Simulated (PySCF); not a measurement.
# Structure from 2D NMR

Compound of formula C₅H₁₃ClOSi₂. Correlations simulated from computed shifts and the bond graph:

HSQC (one-bond C–H):
```csv
δH,δC
6.59,144.7
4.25,74.6
3.60,70.4
1.39,18.6
```

COSY cross peaks (H two or three bonds apart, from the bond graph; peaks can be absent where the dihedral angle is near 90°):
```csv
δH,δH
6.59,4.25
4.36,3.54
3.60,1.39
```

HMBC (two and three bonds, from the bond graph):
```csv
δH,δC
6.59,"144.7, 74.6"
4.36,"144.7, 144.7"
4.25,"144.7, 144.7, 70.4"
3.60,"74.6, 18.6"
3.54,144.7
1.39,70.4
```

Carbons without hydrogens: δ 144.7.

- geometry: GFN2-xTB
- shieldings: GIAO PBE0/pcSseg-1
- run in PySCF
- averaged over atoms made equivalent by symmetry, fast rotation or ring inversion, no relativistic terms, one computed conformer, no solvent

References, each an isolated molecule treated in the same way: ¹H (31.72 ppm), ¹³C (186.93 ppm) vs TMS.

Exchangeable hydrogens are left out of these lists.

Assemble the structure.

## Answers

`[SiH2](/C(=C\COCC)Cl)[SiH3]`.

Atoms are numbered as in `[CH3:1][CH2:2][O:3][CH2:4]/[CH:5]=[C:6](/[Cl:7])[SiH2:8][SiH3:9]`. Each H is labelled by its parent atom.

- δC 144.7 is C6, a fully substituted alkene carbon.
- δC 144.7 is C5, an alkene CH (δH 6.59).
- δC 74.6 is C4, an allylic sp3 CH2 bonded to O (δH 4.25).
- δC 70.4 is C2, an sp3 CH2 bonded to O (δH 3.60).
- δC 18.6 is C1, a methyl carbon (δH 1.39).
- HMBC from δH 6.59 reaches the proton-free carbon C6.
- HMBC from δH 4.36 reaches the proton-free carbon C6.
- HMBC from δH 4.25 reaches the proton-free carbon C6.
- HMBC from δH 3.54 reaches the proton-free carbon C6.
- COSY links 6.59–4.25, 4.36–3.54, 3.60–1.39.

The shifts were computed for this structure.

Carbons that carry Cl, above all several Cl atoms, come out too deshielded, partly because spin–orbit coupling is missing. Shifts are as computed. Against solution values, carbons near 30 ppm lie about +3 ppm off and those near 130 ppm about +5 ppm; carbons on Cl a further +6 ppm. Of 1309 compounds with measured shifts, 239 miss one by over three times the rms of a fit or turn the order of signals round; such compounds aren't used in these exercises.
